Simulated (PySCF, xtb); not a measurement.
1-bromo-2,2-dichloro-1-fluoroethene (C₂BrCl₂F), SMILES FC(Br)=C(Cl)Cl.

Harmonic wavenumbers (cm⁻¹) from xtb with GFN2-xTB at its own minimum, in rising order: 101, 115, 203, 294, 305, 306, 404, 467, 724, 849, 1091, 1625.

Question: What does PBE0-D3(BJ)/def2-SVP (PySCF) give at its own minimum? (Estimate from the structure and the level; the computed values follow.)

Answer: 110, 148, 241, 317, 337, 354, 509, 550, 823, 1008, 1239, 1727. Paired by order, the mean absolute difference is 73 cm⁻¹ and the zero-point energies are 9.3 and 10.5 kcal/mol.
